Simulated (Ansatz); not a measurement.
C$_{2}$H$_{7}$InOS (`C[CH2][In]([OH])[SH]`). Charge 0, multiplicity 1. In: def2 effective core potential. The geometry is a stationary point of PBE0-D4/def2-TZVP. It is one conformer, not always the lowest.

```xyz
12

C     0.102   -0.076    1.970
C     0.607   -0.698    0.677
In   -0.202    0.213   -1.098
O     0.203   -0.311   -2.978
S    -1.742    2.029   -1.169
H     0.540   -0.571    2.843
H    -0.984   -0.154    2.065
H     0.355    0.985    2.039
H     0.360   -1.761    0.622
H     1.695   -0.626    0.596
H     0.822   -1.041   -3.054
H    -1.756    2.012   -2.514
```

Task: What is the dipole moment at ωB97M-V/def2-TZVPP? (Estimate.)

Result: The calculation gave: 3.35 D, with components (1.80, -2.08, 1.91) D in this frame, pointing from negative to positive charge.

Task: And with PBE, r2SCAN, B3LYP? (An estimate is asked.)

Result: Computed: PBE 3.22 D, r2SCAN 3.34 D, B3LYP 3.35 D.

Task: Give the Mulliken charges with ωB97M-V, r2SCAN, B3LYP in def2-TZVPP. (Best estimate.)

Result: The calculation gave: 
```
atom  ωB97M-V  r2SCAN  B3LYP
  C1    -0.31   -0.13  -0.25
  C2    -0.42   -0.28  -0.36
 In3     0.73    0.74   0.77
  O4    -0.51   -0.53  -0.51
  S5    -0.38   -0.41  -0.41
  H6     0.11    0.05   0.09
  H7     0.11    0.05   0.09
  H8     0.11    0.05   0.09
  H9     0.13    0.07   0.10
 H10     0.13    0.07   0.10
 H11     0.16    0.18   0.16
 H12     0.14    0.13   0.13
```

B3LYP here is the variant with VWN-RPA as its local correlation; programs differ in this.
